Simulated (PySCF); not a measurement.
## Shapes and spin states of NiS₂

Level of theory: PBE0 in PySCF with Ni def2-TZVP, S def2-TZVP; no relativity; density-fitted integrals.

Relaxations began from a few typed shapes and spin states; open shells are unrestricted. The search is not exhaustive: other isomers or separated fragments can lie lower, and high-lying points may rest on an excited occupation.

```csv
spin,group,bonds,angles,imaginary modes (cm⁻¹),ΔE (kJ/mol),ΔE with ZPE (kJ/mol)
triplet,C2v,"Ni–S 2.148 Å (×2), S–S 2.032 Å","Ni–S–S 61.8° (×2), S–Ni–S 56.5°",none,0.0,0.0
"singlet (closed shell, unstable to spin polarisation)",C2v,"Ni–S 2.119 Å (×2), S–S 2.032 Å","Ni–S–S 61.3° (×2), S–Ni–S 57.3°",none,61.8,62.7
quintet,D∞h,Ni–S 2.118 Å (×2),S–Ni–S 180.0°,none,119.6,118.8
"singlet (closed shell, unstable to spin polarisation)",C2v,Ni–S 1.927 Å (×2),S–Ni–S 121.2°,none,178.0,178.2
"singlet (closed shell, unstable to spin polarisation)",D∞h,Ni–S 1.944 Å (×2),S–Ni–S 180.0°,"67i, 67i",186.9,–
```

The lowest minimum found is the triplet C2v: Ni–S 2.148 Å (×2), S–S 2.032 Å; Ni–S–S 61.8° (×2), S–Ni–S 56.5°.

For the lowest minimum: with open d or f shells other occupations or spin states may lie lower.

The electron or spin density has lower symmetry than the nuclear frame for the quintet D∞h at 119.6 kJ/mol.
